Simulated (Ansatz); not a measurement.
CH₄INOSi (`N[Si]1(I)CO1`), relaxed with RKS PBE0-D4/def2-TZVP in Ansatz from a PBE-D4/def2-SVP geometry. The force threshold is 0.005 eV/Å; the program also tests the step.

Charge 0, multiplicity 1. I takes the def2 core potential.

Start:

```xyz
9

N     1.441   -0.356   -0.825
Si   -0.178   -0.055   -0.376
I    -1.646   -0.885   -2.157
C    -0.858    0.246    1.291
O    -0.496    1.413    0.386
H     2.216    0.163   -0.409
H     1.700   -0.930   -1.627
H    -0.237    0.217    2.209
H    -1.943    0.188    1.508
```

(1) How much energy does the relaxation release, and in how many steps? (Estimate.)

(2) Which bonds change most? (Best estimate.)

(3) Give the relaxed structure. (Estimate.)

Results:

(1) Ansatz gave: 8.42 kJ/mol, in 10 steps, 1 of them rejected.

(2) Computed: Si2–O5 from 1.684 to 1.637 Å; Si2–I3 from 2.453 to 2.419 Å; Si2–C4 from 1.825 to 1.795 Å; N1–Si2 from 1.708 to 1.681 Å.

(3) Ansatz gave: 
```xyz
9

N     1.413   -0.328   -0.824
Si   -0.180   -0.035   -0.372
I    -1.609   -0.872   -2.135
C    -0.836    0.236    1.277
O    -0.542    1.390    0.347
H     2.199    0.068   -0.337
H     1.659   -0.877   -1.628
H    -0.208    0.265    2.165
H    -1.896    0.153    1.507
```
